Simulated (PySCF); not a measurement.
C₄H₁₂Sn, SMILES [CH3][Sn]([CH3])([CH3])[CH3].

Geometry optimised at PBE0-D3(BJ)/def2-SVP. The isomer is the one that the SMILES or the coordinates give; other isomers of the formula were not compared. The def2 effective core potentials stand for the cores of Sn; spin–orbit coupling is left out.

Two levels are set side by side: TDA-PBE/def2-SVPD (PySCF) and TDA-ωB97X/def2-SVPD (PySCF). Vertical, same geometry. The lowest singlet is HOMO→LUMO 98 % with PBE and HOMO→LUMO 79 % with the other functional; states are paired by order. Differences are taken from unrounded values.

```csv
quantity,TDA-PBE
lowest singlet excitation (eV),6.11
lowest triplet excitation (TDA) (eV),5.93
```

**Question.** These are the TDA-PBE values. What does TDA-ωB97X give? (The exact figures need the calculation; the answer reports its results.)

**Answer.** 
```csv
quantity,TDA-ωB97X,TDA-PBE minus TDA-ωB97X
lowest singlet excitation (eV),7.61,-1.50
lowest triplet excitation (TDA) (eV),7.14,-1.21
```

Functionals without exact exchange tend to place singlet excitations lower, as here. Differences between two approximate levels are no errors against the true value.

Rough cost on one machine, each run with all the roots and properties that it gave: TDA-ωB97X against TDA-PBE about 6 times.
